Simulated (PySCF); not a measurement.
Match the calculated data to a structure.

All candidates are C8H18.

- Dipole: 0.01 D [PBE0/pcSseg-1]
- 13C NMR: chemical shifts (computed TMS as zero) by class: 46.0 (2 C), 26.1 (2 C), 20.8 (2 C), 15.5 (2 C) ppm [GIAO PBE0/pcSseg-1]
- 1H NMR: chemical shifts (computed TMS as zero) by class: 1.48 (2 H), 1.07 (2 H), 1.04 (6 H), 0.99 (6 H), 0.72 (2 H) ppm [GIAO PBE0/pcSseg-1]
- Rotational structure: rotational constants A, B, C: 3.018, 1.111, 1.011 GHz [GFN2-xTB]

Gas-phase values; electronic properties from PySCF, density fitting. Levels stand in brackets. One conformer (not necessarily the lowest) at the GFN2-xTB geometry, without solvent, vibrations or thermal averaging. NMR classes are plain means over equivalent atoms (diastereotopic ones count apart unless rotation or inversion swaps them), as if these changed places fast.

Task: Which candidate is it?
A. `CC(C)CCC(C)C`
B. `CC(C)CC(C)(C)C`
C. `CC[C@@H](C)[C@H](C)CC`

Result: C. It is `CC[C@@H](C)[C@H](C)CC`. Numbering: `[CH3:1][CH2:2][C@@H:3]([CH3:4])[C@H:5]([CH3:6])[CH2:7][CH3:8]`. Its formula, C8H18, gives 0 degrees of unsaturation, so no ring and no π bond. 8 carbons fall into 4 classes; from least to most shielded: sp3 CH carbon [C3/C5] (46.0 ppm, 2 C), chain CH2 carbon [C2/C7] (26.1 ppm, 2 C), methyl carbon [C4/C6] (20.8 ppm, 2 C), methyl carbon [C1/C8] (15.5 ppm, 2 C). Hydrogen classes from least to most shielded: 2 H on 2 chain CH2 carbons, C2/C7 (1.48 ppm), 2 H on 2 sp3 CH carbons, C3/C5 (1.07 ppm), 6 H on 2 methyl carbons, C4/C6 (1.04 ppm, a mean of values up to 0.7 ppm apart in this geometry), 6 H on 2 methyl carbons, C1/C8 (0.99 ppm, a mean of values up to 0.6 ppm apart in this geometry), 2 H on 2 chain CH2 carbons, C2/C7 (0.72 ppm). The optimised geometry has point group C2 and is an asymmetric top.

The others, at the same levels:
- `CC(C)CCC(C)C` fails: it has 3 carbon classes against 4; its computed 13C shifts are 42.0 (2 C), 34.0 (2 C), 25.1 (4 C) ppm, 1H shifts are 1.36 (2 H), 1.12 (4 H), 0.95 (12 H) ppm and rotational constant A is 3.926 GHz (against 3.018 GHz).
- `CC(C)CC(C)(C)C` fails: it has 5 carbon classes against 4; its computed 13C shifts are 55.5 (1 C), 32.5 (3 C), 32.1 (1 C), 29.6 (1 C), 26.9 (2 C) ppm, 1H shifts are 1.64 (1 H), 1.14 (2 H), 1.00 (6 H), 0.98 (9 H) ppm and smallest rotational constant is 1.114 GHz (against 1.011 GHz).

Each candidate is one conformer, not necessarily the lowest. Dipoles, sizes and rotational constants follow the conformer. The torsions of the flexible species, by atom-mapped SMILES:
- `[CH3:1][CH2:2][C@@H:3]([CH3:4])[C@H:5]([CH3:6])[CH2:7][CH3:8]`: C1–C2–C3–C4 70°, C2–C3–C5–C6 70°, C3–C5–C7–C8 -165°
- `[CH3:1][CH:2]([CH3:3])[CH2:4][CH2:5][CH:6]([CH3:7])[CH3:8]`: C1–C2–C4–C5 -63°, C2–C4–C5–C6 -169°, C4–C5–C6–C7 175°
- `[CH3:1][CH:2]([CH3:3])[CH2:4][C:5]([CH3:6])([CH3:7])[CH3:8]`: C1–C2–C4–C5 171°, C2–C4–C5–C6 -159°
